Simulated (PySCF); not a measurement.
C₂H₆AlN. Atoms are numbered in the order given.

```xyz
10

Al     0.4590    -0.5343     0.0000
H      2.0425    -0.5166     0.0000
C     -0.5654     1.1208     0.0000
C      0.0447     2.3198     0.0000
H     -1.6657     1.1353     0.0000
H     -0.5051     3.2705     0.0000
H      1.1386     2.4148     0.0000
N     -0.3681    -2.1068     0.0000
H      0.0989    -3.0091     0.0000
H     -1.3746    -2.2454     0.0000
```
Charge 0, spin multiplicity 1.

The structure is a stationary point at B3LYP-D3(BJ)/def2-SVP. The values are those of a single conformer.

These are M06-2X/def2-TZVP run with PySCF values and carry that method's errors.

ESP charges are fitted to the potential on shells at 1.4 to 2.0 van der Waals radii. Atomic charges (e):

```csv
atom,IAO,ESP fit,Mulliken
Al1,0.92,1.01,0.50
H2,-0.22,-0.28,-0.10
C3,-0.51,-0.43,-0.32
C4,-0.26,-0.39,-0.26
H5,0.14,0.17,0.13
H6,0.14,0.19,0.13
H7,0.14,0.15,0.13
N8,-0.89,-1.29,-0.71
H9,0.27,0.43,0.25
H10,0.26,0.43,0.25
```
